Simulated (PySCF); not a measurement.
## Distorted geometries of [Tb(NH3)3]3+

[Tb(NH3)3]3+ (singlet in the valence; each metal's 4f electrons, 8 of them, lie in its core potential, out of spins and levels). PySCF 2.14.0, RKS PBE, Tb lcecp-1-SVP with ECP54, N def2-SVP, H def2-SVP; non-relativistic Hamiltonian with scalar-relativistic core potentials where named; density fitting; no spin-orbit coupling. Relaxed geometry:

```xyz
13

Tb    0.0000    0.0000   -0.7800
N     2.2810   -0.0013    0.0186
H     2.4940   -0.6284    0.8285
H     2.9940   -0.2956   -0.6901
H     2.6495    0.9233    0.3405
N    -1.1394    1.9761    0.0186
H    -0.7028    2.4741    0.8285
H    -1.2410    2.7407   -0.6901
H    -2.1244    1.8329    0.3405
N    -1.1416   -1.9748    0.0186
H    -1.7913   -1.8457    0.8285
H    -1.7530   -2.4450   -0.6901
H    -0.5251   -2.7562    0.3405
```

Task: Order these distorted geometries by energy above the relaxed one, lowest first.
A.
```xyz
13

Tb   -0.0185   -0.3724   -0.6974
N     2.5221   -0.1405    0.0724
H     2.0928   -0.6309    0.8216
H     2.7572   -0.0619   -0.6439
H     2.8280    0.9155    0.1177
N    -1.3445    1.8133   -0.0755
H    -0.5691    2.5543    0.7523
H    -1.2994    2.5092   -0.7579
H    -2.2946    1.8033    0.6142
N    -0.9378   -1.8652   -0.1635
H    -1.7740   -1.6479    0.6420
H    -1.7694   -2.3040   -0.4558
H    -0.1928   -2.5728    0.4864
```
B.
```xyz
13

Tb   -0.0479   -0.0127   -0.7838
N     2.2564   -0.0275   -0.0125
H     2.4988   -0.5869    0.8807
H     3.0101   -0.2782   -0.6781
H     2.6545    0.8645    0.3585
N    -1.1287    1.9950   -0.0358
H    -0.6970    2.4969    0.8085
H    -1.1941    2.7516   -0.7080
H    -2.0882    1.8582    0.3009
N    -1.1501   -2.0000    0.0215
H    -1.8129   -1.8241    0.8742
H    -1.7882   -2.4594   -0.6893
H    -0.5128   -2.7773    0.3755
```
C.
```xyz
13

Tb   -0.0547    0.0792   -0.9215
N     2.1448   -0.0220    0.1113
H     2.5234   -0.7821    0.8148
H     3.0557   -0.2933   -0.4742
H     2.6437    1.0733    0.2991
N    -1.2106    1.7664   -0.1031
H    -0.7292    2.6457    0.8220
H    -1.1935    2.8398   -0.6986
H    -2.0064    1.8614    0.2274
N    -0.8991   -2.0388    0.1050
H    -1.7414   -1.8597    0.8049
H    -1.8993   -2.4873   -0.6673
H    -0.6334   -2.7826    0.3926
```

Result: B (0.20 eV), C (6.39 eV), A (11.30 eV).

Task: Which forces (eV/Å) act in the one that lies 6.39 eV up?

Result: 
```
Tb    1.33  -2.46   0.10
N     4.50   1.54  -0.60
H    -1.31   1.76   0.15
H    -1.85   0.42  -0.30
H    -1.68  -3.47   0.46
N    12.14   7.57  -2.43
H    -0.94  -3.27  -2.18
H    -0.28  -3.35   0.73
H   -11.79   0.49   4.49
N   -11.44  13.23  -6.90
H     1.89   0.17  -0.44
H     3.65   1.08   1.89
H     5.78 -13.70   5.03
```
Forces carry noise of the integration grid, about 0.01 to 0.03 eV/Å.

A frequency check found unstable modes (3, the lowest at -37 cm⁻¹), so the relaxed geometry is a saddle point, or these are noise. An lcecp potential fixes the number of 4f electrons, so in runs with it no electron can move into or out of that shell.
